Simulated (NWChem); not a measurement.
Molecule: CH3FO2Si; SMILES F[Si@@H](C=O)O

```xyz
8

O      0.1150    -2.0221     0.3486
C      0.7724    -1.1857    -0.2311
Si    -0.0472     0.5490    -0.4107
O     -1.5484     0.2919     0.1959
F      0.8203     1.5724     0.5002
H      1.7997    -1.4434    -0.6016
H     -0.0949     1.1253    -1.7722
H     -1.5926    -0.5628     0.6520
```
Atoms are numbered in this order, from 1.

All runs: NWChem. Structure relaxed at the PBE0/def2-SVP level. Hybrids' shares of exact exchange are those that their runs print; pure functionals count as 0. The functionals differ in more than this share.

```
row               share of exact exchange  orbital gap (eV)
----------------  -----------------------  ----------------
PBE/def2-TZVP                        0.00              2.80
BLYP/def2-TZVP                       0.00              2.87
B3LYP/def2-TZVP                      0.20          withheld
PBE0/def2-TZVP                       0.25              5.46
PW6B95/def2-TZVP                     0.28              5.70
```

Task: Fit a straight line of the last column on the one before it, predict the withheld value, and compare with the run.

Result: 
1. Means of the 4 shown rows: x = 0.133, y = 4.207. Slope Σ(x − x̄)(y − ȳ)/Σ(x − x̄)² = 0.7310/0.07068 = 10.34; intercept 2.837.
2. The shown rows scatter about the line by 0.035 (root mean square); the largest residual is +0.04, at PBE0/def2-TZVP.
3. At x = 0.20 (B3LYP/def2-TZVP; inside the shown range) the line gives 4.90.
4. The run gives 5.00, +0.10 from the line, 2.8 times the scatter.
